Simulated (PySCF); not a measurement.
C2H4BF2N, SMILES NB(F)/C=C\F.

Coordinates come from a PBE-D3(BJ)/def2-SVP optimisation. The structure was generated by enumeration; whether it is a known compound was not checked. The values are those of a single conformer.

Level of theory: r2SCAN/def2-TZVP run with PySCF.

The total energy comes out as -357.97761 hartree and the point group comes out as Cs. The highest occupied level is -6.63 eV. The lowest empty level comes out as -1.60 eV and the orbital gap comes out as 5.03 eV. The dipole moment is 1.39 D and the quadrupole, principal values (traceless, Buckingham form, about the centre of nuclear charge) is -7.66, -3.82, 11.49 D·Å. The mean static polarisability comes out as 46.7 bohr³ (6.93 Å³) and the polarisability, principal values is 31.6, 49.9, 58.7 bohr³.
